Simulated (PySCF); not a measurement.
**Fractional electron number in Fe²⁺ (iron, charge +2)**

The 3d beta orbital of [Ar] 3d6 is emptied in steps (occupation f), with all orbitals relaxed, ending at [Ar] 3d5. Computed with PySCF 2.14 in aug-cc-pVTZ-DK (8s7p5d3f2g, 93 functions), with the spin-free X2C one-electron Hamiltonian (Gaussian nucleus). The exact energy is a straight line in f; departures are measured from the line between the end points of the same method.

```
  f  BHandHLYP (eV)  wB97X (eV)  BLYP (eV)
  1           0.000       0.000      0.000
0.9          -0.241      -0.243     -0.705
0.7          -0.572      -0.575     -1.659
0.5          -0.693      -0.693     -1.993
0.3          -0.592      -0.588     -1.688
0.1          -0.258      -0.252     -0.729
  0           0.000       0.000      0.000
```

Question: For BLYP, how does the orbital energy at f = 1 compare with the removal energy?

Answer: −ε = 23.794 eV against a total-energy difference of 31.585 eV. By Janak's theorem ε = ∂E/∂f, so the gap between them reflects the curvature. Along the path −ε is 25.288 (f = 0.9), 28.349 (f = 0.7), 31.500 (f = 0.5), 34.732 (f = 0.3), 38.038 (f = 0.1) eV.

| method | E(f=0) − E(f=1) (eV) | −ε at f=1 (eV) | −ε at f=0.5 (eV) |
| --- | --- | --- | --- |
| BHandHLYP | 30.609 | 27.956 | 30.551 |
| wB97X | 30.924 | 28.245 | 30.886 |
| BLYP | 31.585 | 23.794 | 31.500 |

Reference removal energy between the ground levels: 30.651 ± 0.012 eV (measured; NIST Atomic Spectra Database, ionization energies). The calculation has no spin-orbit coupling. The determinant left behind need not be the lowest term of the ion.
